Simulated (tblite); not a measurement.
Isomers of C4H3F3NO (doublet state). Computed values, GFN2-xTB/tblite, gas phase, harmonic and unscaled. This tight-binding method is rough: wavenumbers can miss measured ones by several per cent, in bad cases by 10 to 20. One conformer each. Open shells enter through the occupations alone, without spin polarisation, and single modes of such species can be off by tens of per cent.

Electronic energies: GFN2-xTB at the same geometries; isomer energies are rough at this level and their order can be wrong.

```json
{"SMILES": "C=C(C=[N])OC(F)(F)F", "electronic energy, lowest = 0 (kcal/mol)": "10.3"}
{"SMILES": "[H]/[C]=C(\\C=N/[H])OC(F)(F)F", "electronic energy, lowest = 0 (kcal/mol)": "23.9"}
{"SMILES": "[H]/N=[C]/C(=C)OC(F)(F)F", "electronic energy, lowest = 0 (kcal/mol)": "0.0"}
```

Question: How do GFN2-xTB zero-point energies change the relative energies?

Answer: 
```
                      SMILES  ZPE (kcal/mol)  of it from modes above 1550 cm⁻¹  electronic (kcal/mol)  with ZPE, lowest = 0 (kcal/mol)  lowest mode (cm⁻¹)  rings
    [H]/N=[C]/C(=C)OC(F)(F)F            41.3                              16.8                    0.0                              0.0                  33      0
         C=C(C=[N])OC(F)(F)F            41.6                              17.9                   10.3                             10.6                  42      0
[H]/[C]=C(\C=N/[H])OC(F)(F)F            41.7                              18.7                   23.9                             24.3                  41      0
```

The zero-point energies span 0.4 kcal/mol, from `[H]/N=[C]/C(=C)OC(F)(F)F` to `[H]/[C]=C(\C=N/[H])OC(F)(F)F`. The order is unchanged.

Question: What do entropy and thermal enthalpy add at 298.15 K and 1 bar (rigid rotor, harmonic oscillator, one conformer each)?

Answer: 
| SMILES | point group | symmetry number | S (cal/(mol K)) | H − H(0) (kcal/mol) | ZPE + H − H(0) − TS (kcal/mol) |
| --- | --- | --- | --- | --- | --- |
| [H]/N=[C]/C(=C)OC(F)(F)F | C1 | 1 | 96.8 | 6.40 | 18.9 |
| C=C(C=[N])OC(F)(F)F | Cs | 1 | 94.9 | 6.15 | 19.4 |
| [H]/[C]=C(\C=N/[H])OC(F)(F)F | Cs | 1 | 96.0 | 6.26 | 19.4 |

S holds R ln(2S + 1) for the spin.
